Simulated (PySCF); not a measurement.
IrSe2: from structure and modes to constants

Method: UwB97X in PySCF with Ir def2-SVP with ECP60, Se def2-SVP; scalar-relativistic core potentials, no spin–orbit coupling; density-fitted integrals.

The doublet minimum has C2v symmetry. Masses (u): Ir 192.96292, Se 79.91652.

```xyz
3
charge 0 multiplicity 2, angstrom
Ir   -0.4505    0.0000    0.0000
Se    0.5382    0.0000    1.9362
Se    0.5382    0.0000   -1.9362
```

Harmonic wavenumbers (cm⁻¹): 84.7 (a1, ×1), 359.0 (a1, ×1), 383.7 (b2, ×1).

Q: What is the harmonic zero-point energy?

A: Half the sum of all 3 wavenumbers, 827/2 = 414 cm⁻¹, which is 4.9 kJ/mol (1 cm⁻¹ = 0.0119627 kJ/mol).

Q: Give the standard entropy (298.15 K, 1 bar) by its translational, rotational, vibrational and spin parts, and Cp.

A: Sackur–Tetrode with M = 352.80 u gives 182.0; rotation with symmetry number 2 gives 115.0; vibration 24.8; spin R ln 2 = 5.8. The total is 327.6 J/(mol K), and Cp = 4 R + 21.0 = 54.3 J/(mol K).

Only a few start shapes were tried, so a lower isomer may exist. With open d or f shells other occupations or spin states may lie lower. No spin–orbit coupling is included, which matters more the heavier the element.
